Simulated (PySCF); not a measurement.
Species: C₄H₅ClF₂.
Structure used (PBE0-D3(BJ)/def2-SVP), in Å, numbered top down from 1:
```xyz
12
C4H5ClF2 angstrom
F     -2.2419    0.5411    1.3384
C     -1.0095    0.0795    0.9524
C     -0.5257    0.9079   -0.2006
C      0.5215    0.6696   -0.9907
Cl     0.9337    1.7577   -2.2825
C      1.4776   -0.4816   -0.9371
F      1.2198   -1.2961    0.1326
H     -0.3207    0.1541    1.8119
H     -1.0946   -0.9849    0.6858
H     -1.1089    1.8161   -0.3794
H      2.5099   -0.0981   -0.8603
H      1.4034   -1.0721   -1.8675
```

Level: wB97X-D/def2-SVPD in PySCF, non-relativistic, on one gas-phase PBE0-D3(BJ)/def2-SVP geometry that isn't relaxed in the solvent. The solvent is an IEF-PCM continuum (van der Waals radii × 1.2), and excitations are vertical TDDFT with non-equilibrium linear response and a frozen core. The model holds no explicit solvent molecules, cavitation or dispersion.

```tsv
run	E − E(gas) (kJ/mol)	HOMO (eV)	HOMO–LUMO gap (eV)	dipole (D)	lowest singlet (eV)	static polarisability (au)
gas	0.00	-9.37	10.60	1.76	6.37	65.5
P	-8.44	-9.27	10.62	1.95	6.36	74.0
Q	-15.57	-9.19	10.64	2.13	6.35	83.0
```

Task: The runs were made in benzene and dichloromethane. Which run belongs to which solvent?

Result: P = benzene, Q = dichloromethane. The dielectric constants are 2.271 (benzene), 8.93 (dichloromethane), and the energy falls further as ε rises. The optical constants n² used for the excitations are 2.25, 2.03 in the same order. In this model the ground state sees the solvent through ε alone.

Task: How constant is the ratio of the lowering to (ε − 1)/(2ε + 1)?

Result: 
| solvent | (ε − 1)/(2ε + 1) | E − E(gas) (kJ/mol) | ratio (kJ/mol) | polarisation term (kJ/mol) |
| --- | --- | --- | --- | --- |
| benzene | 0.229 | -8.44 | -36.8 | -8.86 |
| dichloromethane | 0.420 | -15.57 | -37.0 | -17.03 |

The ratio changes by +0.6 % in size from benzene to dichloromethane. The polarisation term is half the interaction of the solute with the induced surface charges.

The pairwise dispersion term of wB97X-D wasn't added to the energies; at a given geometry it leaves orbitals and properties as they are.
